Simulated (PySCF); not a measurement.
Choosing a molecule for a target property.

Each SMILES stands for a single optimised conformer of the isolated species, non-relativistic unless stated. Electronic properties by PySCF.

Dipoles, sizes and rotational constants follow the conformer. The torsions of the flexible species, by atom-mapped SMILES:
- `[CH2:1]=[CH:2][C:3](=[CH2:4])[CH2:5][SiH2:6][SiH2:7][SiH3:8]`: C1–C2–C3–C4 178°, C2–C3–C5–Si6 75°, C3–C5–Si6–Si7 33°, C5–Si6–Si7–Si8 -73°

The conformers of `FC(F)[SiH]1CC=CC1`, `C=C[SiH]1C[SiH2]C[SiH2]C1` and `C=CC1[SiH2]C[SiH2]C[SiH2]1` aren't listed.

(1) Wanted: HOMO energy above -6.7 eV (B3LYP/def2-SVPD) and lowest singlet excitation below 6.1 eV (TDDFT B3LYP/def2-SVPD), at PBE0-D3(BJ)/def2-SVP geometries. Which candidate meets both?
A. `C=C[SiH]1C[SiH2]C[SiH2]C1`
B. `C=CC1[SiH2]C[SiH2]C[SiH2]1`
C. `FC(F)[SiH]1CC=CC1`
D. `C=CC(=C)C[SiH2][SiH2][SiH3]`

Results:

(1) D. Computed values:
| species | HOMO energy | lowest singlet excitation |
| --- | --- | --- |
| C=C[SiH]1C[SiH2]C[SiH2]C1 | -7.54 eV | 6.18 eV |
| FC(F)[SiH]1CC=CC1 | -7.15 eV | 6.42 eV |
| C=CC1[SiH2]C[SiH2]C[SiH2]1 | -6.80 eV | 6.00 eV |
| C=CC(=C)C[SiH2][SiH2][SiH3] | -6.65 eV | 5.30 eV |
